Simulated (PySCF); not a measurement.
Ionisation energy of Re⁵⁵⁺ by level of theory

Re⁵⁵⁺ [Ar] 3d2 (3F) → Re⁵⁶⁺ [Ar] 3d1 (2D), as a difference of total energies. Calculation: PySCF 2.14, in an even-tempered Gaussian basis (17 s from 14 bohr⁻², ratio 2.5; 12 p from 18 bohr⁻², ratio 2.5; 7 d from 18 bohr⁻², ratio 2.5; 4 f from 64 bohr⁻², ratio 2.7; 3 g from 96 bohr⁻², ratio 2.7); scalar relativity by spin-free X2C-1e. Correlated levels: outer shells: [Ne] frozen; virtual orbitals above 40 to 60 times the deepest correlated orbital energy dropped. The calculations carry no spin-orbit coupling.

```tsv
method	ionisation energy (eV)
UHF	5346.6
PBE	5345.6
PBE0	5346.3
r2SCAN	5348.3
r2SCANh	5348.3
MP2 (outer shells)	5346.1
SCS-MP2 (outer shells)	5346.1
```

Problem. Estimate what MN15 gives.

Solution. 5328.9 eV, closest to PBE among the rows shown.

Problem. Estimate what LDA gives.

Solution. 5344.2 eV, closest to PBE among the rows shown.

Spin-orbit coupling is strong in these open shells (close to jj coupling). The scalar numbers leave it out and a first-order estimate fails, so it can dominate the gap to the real levels.

Breit and QED terms and the two-electron picture change are absent.

For comparison: 5388 ± 5 eV (theoretical estimate listed by NIST; NIST Atomic Spectra Database, ionization energies).
